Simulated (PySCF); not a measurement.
CBr, SMILES [C]Br (connectivity only; charge and spin as stated), neutral, multiplicity 2.

Geometry: B3LYP-D3(BJ)/def2-TZVPD.

The numbers are results of PBE/def2-TZVPD in PySCF, not measurements.

The molecule is in vacuum.

```yaml
total_energy: -2611.66894 hartree
point_group: C∞v
"α spin, highest occupied and lowest empty level": -5.00 and -4.65 eV
"β spin, highest occupied and lowest empty level": -7.88 and -4.23 eV
dipole_moment: 1.60 D
"⟨S²⟩": 0.754 (pure state 0.75)
```
